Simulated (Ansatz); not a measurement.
C2H11NSi3, SMILES [SiH3]N1[SiH2]CC[SiH2]1.

The structure is a stationary point at PBE0-D3(BJ)/def2-SVP. The structure was generated by enumeration, and PubChem lists no compound with its InChIKey, so it may never have been made. Other conformers were not sampled.

Two levels are set side by side: PBE/def2-SVPD (Ansatz, a first-principles code) and CAM-B3LYP/def2-SVPD (Ansatz). Energy differences of separate SCF runs at the same geometry; the states with an electron removed or added have multiplicity 2 and 2. Differences are taken from unrounded values.

```csv
quantity,CAM-B3LYP
vertical ionisation energy (eV),9.20
vertical singlet–triplet gap (eV),6.04
```

Task: What does PBE give, and how far is it from CAM-B3LYP? (An estimate is asked for; the answer gives what the named calculation found.)

Result: 
```
quantity                            PBE  PBE minus CAM-B3LYP
---------------------------------  ----  -------------------
vertical ionisation energy (eV)    8.70                -0.51
vertical singlet–triplet gap (eV)  5.15                -0.89
```
